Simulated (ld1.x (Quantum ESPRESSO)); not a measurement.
# Before and after: TM potential for manganese

* Element: Mn
* Generator: ld1.x (Quantum ESPRESSO) 7.5
* Type: norm-conserving Troullier–Martins (Kleinman–Bylander form)
* Functional: PBEsol
* Relativity: fully relativistic
* Frozen core: [Ne] 3s2
* Valence charge: 13
* Reference configuration: 3p6 3d5 4s2 4p0
* Partial waves: 3p (bound): rc 1.00 bohr; 3d (bound): rc 1.55 bohr; 4s (bound): rc 2.35 bohr
* Local potential: the s channel
* Core correction: a·sin(br)/r model core, default radius (core density twice the valence density)

Open shells are filled in proportion to 2j + 1 (rel_dist='average').

Change: wave 4s (bound): rc 2.35 bohr becomes 4s (bound): rc 2.80 bohr.

Cutoffs: the cutoffs (Ry, on a coarse ladder) from which the occupation-weighted sum of valence levels, in a spherical-Bessel basis at the reference potential, stays within 10 and 1 mRy of its value at 400 Ry; they do not see the model core or the augmentation charge, which bear on the density cutoff. Errors are all-electron minus pseudo energies relative to the spin-unpolarised reference configuration.

How do hardness, ghosts and transferability respond?

The potential gets neither clearly harder nor softer (110 Ry and 180 Ry → 110 Ry and 180 Ry); of the 7 tests that both files solve, the error grows in 2 and shrinks in 2 by more than 15 % and 0.3 meV (median size 196.7 → 146.6 meV); neither file shows a bound ghost at the reference potential, the only one tested.

```tsv
quantity	base	changed
cutoff, loose	110 Ry	110 Ry
cutoff, tight	180 Ry	180 Ry
bound ghosts	none	none
error for 3p6 3d5 4s1 4p0, meV [ΔE 8.43 eV]	-5.3	-4.0
error for 3p6 3d5 4s0 4p0, meV [ΔE 23.94 eV]	-40	-44
error for 3p6 3d4 4s0 4p0, meV [ΔE 56.42 eV]	-198	-293
error for 3p6 3d6 4s0 4p0, meV [ΔE 6.77 eV]	-265	-230
error for 3p6 3d5.5 4s1.5 4p0, meV [ΔE -0.49 eV]	-47	-41
error for 3p6 3d3 4s0 4p0, meV [ΔE 107.14 eV]	-766	-995
error for 3p6 3d4 4s2 4p0, meV [ΔE 13.21 eV]	-197	-147
```

Base: These tests converged, but a pseudo level misses the all-electron one widely, so the file describes the atom poorly there or has found another state: 3p6 3d4 4s0 4p0: empty 4p by 2.8 eV; 3p6 3d3 4s0 4p0: empty 4p by 4.5 eV (a node warning on the way). Changed file: These tests converged, but a pseudo level misses the all-electron one widely, so the file describes the atom poorly there or has found another state: 3p6 3d4 4s0 4p0: empty 4p by 2.9 eV (a node warning on the way); 3p6 3d3 4s0 4p0: empty 4p by 4.6 eV.
